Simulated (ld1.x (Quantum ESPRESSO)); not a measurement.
Building the TM potential for phosphorus (P) (BLYP, scalar-relativistic).

ld1.x (Quantum ESPRESSO) 7.5 input, shortened:

```
&input
   title='P', zed=15., rel=1, dft='BLYP', iswitch=3,
   config='[Ne] 3s2 3p2.5'
 /
 &inputp
   pseudotype=2, tm=.true., lloc=0,
   nlcc=.false.
 /
2
3P  2  1   2.50   0.00  1.70  1.70  0.0
3S  1  0   2.00   0.00  1.65  1.65  0.0
 &test
   configts(1)='3s2 3p2.5'
 /
```

* Cutoffs needed: 25 Ry and 50 Ry (the cutoffs (Ry, on a coarse ladder) from which the occupation-weighted sum of valence levels, in a spherical-Bessel basis at the reference potential, stays within 10 and 1 mRy of its value at 400 Ry)
* Ghost test: no extra level below or beside the all-electron valence levels (p, s, d, f tested) (spherical-Bessel basis up to 400 Ry, 20 bohr box)
* Largest excitation error: +452 meV (all-electron minus pseudo) for 3s1 3p0, out of 7 test configurations
